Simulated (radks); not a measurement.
Results of a calculation; reference values are marked as such.
Initial-state core-level shifts of the europium ion Eu+ when its valence configuration changes from [Xe] 4f7 6s1. Code: a radial shooting solver on a logarithmic mesh with Libxc functionals. Model: scalar-relativistic Kohn-Sham, LDA (Slater exchange, Perdew-Wang correlation), spin-polarised, spherical densities, finite nucleus; open shells are filled with parallel spins first (spin-orbit coupling, left out, can overturn this in heavy ions); Fermi nuclear charge, rms radius 5.1115 fm. Shifts are changes of the shell-averaged eigenvalues in eV (positive: less bound); the change of the density at the nucleus, which sets a Mossbauer isomer shift, is in e/bohr^3, on a base of 6.032e+05.

| valence | 3p | 3d | 4d | 5p | density at nucleus |
|---|---|---|---|---|---|
| 4f6.5 5d0.5 6s1 | -3.876 | -3.832 | -3.472 | -1.467 | +14.40 |
| 4f4.5 5d0.5 6s1 6p2 | -30.408 | -30.172 | -27.245 | -14.233 | +103.49 |
| 4f6 6s1 6p1 | -11.618 | -11.541 | -10.741 | -6.277 | +37.08 |
| 4f5 6s2 6p1 | -24.162 | -23.990 | -21.890 | -11.861 | +125.37 |
| 4f5 5d1 6s1 6p1 | -21.222 | -21.029 | -18.952 | -9.259 | +73.70 |
| 4f6.5 6s1 6p0.5 | -5.537 | -5.501 | -5.163 | -3.105 | +17.13 |
| 4f6 6s2 | -10.532 | -10.455 | -9.665 | -5.279 | +70.70 |
| 4f4 5d1 6s1 6p2 | -35.930 | -35.626 | -31.773 | -15.725 | +124.57 |
| 4f7 6s0.5 6p0.5 | -0.611 | -0.612 | -0.621 | -0.630 | -15.21 |
